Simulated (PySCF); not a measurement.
Molecule: SMILES [SiH2]O[SiH3], doublet. Atoms near the plane z = 1.2 Å, at the B3LYP/def2-SVP optimised geometry (x, y, z in Å): Si1 (1.3, -0.6, 0.1), O2 (-0.2, 0.1, 0.0), Si3 (-1.8, 0.1, 0.0), H5 (2.4, 0.4, 0.2), H6 (-2.3, 1.5, 0.0), H8 (-2.4, -0.6, 1.2).

Computed with PySCF 2.14.0 with unrestricted B3LYP/def2-TZVP. The values are rescaled to run from 0 to 1.

```
|999999999999999999999999999|
|999999999999999999999999999|
|999999999999999999999999999|
|999999999999999999999999999|
|999999999999999999999999999|
|999999999999999999999999999|
|999999999999999999999999999|
|999999999999999999999999999|
|999999999999999999999999999|
|999999999999999999999999999|
|999999999999999999999999999|
|999999999999999999999999999|
|999999999999999999999999999|
|999999999999999999999999999|
|999999379999999999999999999|
|999999079999999999999999999|
|999999999999999999999999999|
|999999999999999999999999999|
|999999999999999999999999999|
|999999999999999999999999999|
|999999999999999999999999999|
|999999999999999999999999999|
|999999999999999999999999999|
|999999999999999999999999999|
|999999999999999999999999999|
|999999999999999999999999999|
|999999999999999999999999999|
```
Scale: ten equal steps from 0.000 (start of '0') to 1.00 (end of '9'), in the order '0123456789'; x runs from -4.50 to 4.50, y from -4.50 (bottom) to 4.50 (top).

**Question.** Which quantity is mapped?
(A) an orbital amplitude
(B) log10 of the electron density
(C) Laplacian of the electron density
(D) deformation density (molecule minus spherical neutral atoms)

**Answer.** C, Laplacian of the electron density. In full: Laplacian of the electron density (e/bohr⁵), clipped to [-1.50, 1.50].
